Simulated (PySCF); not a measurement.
PySCF 2.14 output of an unrestricted PBE calculation on a single atom or ion in aug-cc-pVTZ-DK (9s8p6d3f2g, 102 functions), with the spin-free X2C one-electron Hamiltonian (Gaussian nucleus):

```
SCF conv_tol = 1e-09
number electrons alpha = 23  beta = 19
    J. P. Perdew, K. Burke, and M. Ernzerhof.,  Phys. Rev. Lett. 77, 3865 (1996)
    J. P. Perdew, K. Burke, and M. Ernzerhof.,  Phys. Rev. Lett. 78, 1396 (1997)
    J. P. Perdew, K. Burke, and M. Ernzerhof.,  Phys. Rev. Lett. 77, 3865 (1996)
    J. P. Perdew, K. Burke, and M. Ernzerhof.,  Phys. Rev. Lett. 78, 1396 (1997)
cycle= 1 E= -4047.79497433807  delta_E= -0.0206  |g|= 0.0576  |ddm|= 0.854
cycle= 2 E= -4047.79602915128  delta_E= -0.00105  |g|= 0.0345  |ddm|= 0.138
cycle= 3 E= -4047.79620054217  delta_E= -0.000171  |g|= 0.0448  |ddm|= 0.166
cycle= 4 E= -4047.79695808229  delta_E= -0.000758  |g|= 0.00998  |ddm|= 0.0484
cycle= 5 E= -4047.797022516  delta_E= -6.44e-05  |g|= 0.000546  |ddm|= 0.0274
cycle= 6 E= -4047.79702264153  delta_E= -1.26e-07  |g|= 0.000377  |ddm|= 0.00204
cycle= 7 E= -4047.79702272285  delta_E= -8.13e-08  |g|= 1.09e-05  |ddm|= 0.000684
cycle= 8 E= -4047.79702272294  delta_E= -8.09e-11  |g|= 4.67e-05  |ddm|= 0.000495
cycle= 9 E= -4047.79702272242  delta_E= 5.18e-10  |g|= 4.29e-05  |ddm|= 5.59e-05
cycle= 10 E= -4047.797022723  delta_E= -5.84e-10  |g|= 5.57e-06  |ddm|= 0.000483
converged SCF energy = -4047.797022723  <S^2> = 6.0091622  2S+1 = 5.0036635
```

The run itself started from symmetry-adapted Hartree-Fock orbitals and held the occupation by maximum overlap, on a logarithmic radial grid, so the iterations belong to that start.

Q: Which element, charge and spin multiplicity is this?

A: Mo (molybdenum, neutral), multiplicity 5; the state was [Kr] 4d4 5s2, high-spin 5D determinant (an excited configuration).

⟨L²⟩ = 7.39 against 6 for a pure D term, so this real determinant mixes terms.
